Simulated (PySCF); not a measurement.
# Ionisation energy of C²⁺ by level of theory

C²⁺ [He] 2s2 (1S) → C³⁺ [He] 2s1 (2S), as a difference of total energies. Calculation: PySCF 2.14, in aug-cc-pCVTZ-DK (7s6p4d2f, 59 functions); scalar relativity by spin-free X2C-1e. Correlated levels: valence: 1s2 frozen. The calculations carry no spin-orbit coupling.

| method | ionisation energy (eV) | error (eV) |
| --- | --- | --- |
| UHF | 45.800 | -2.088 |
| MP2 (valence) | 47.002 | -0.886 |
| SCS-MP2 (valence) | 47.243 | -0.645 |
| CCSD (valence) | 47.804 | -0.084 |

Reference: 47.888 eV (measured; NIST Atomic Spectra Database, ionization energies).

Errors of the correlated levels include the incompleteness of this basis and the frozen core.

With two correlated electrons CCSD is exact in that space.

The coupled-cluster amplitudes are large for C²⁺ (T1 above 0.03 or a double amplitude above 0.15), so a single reference is strained.
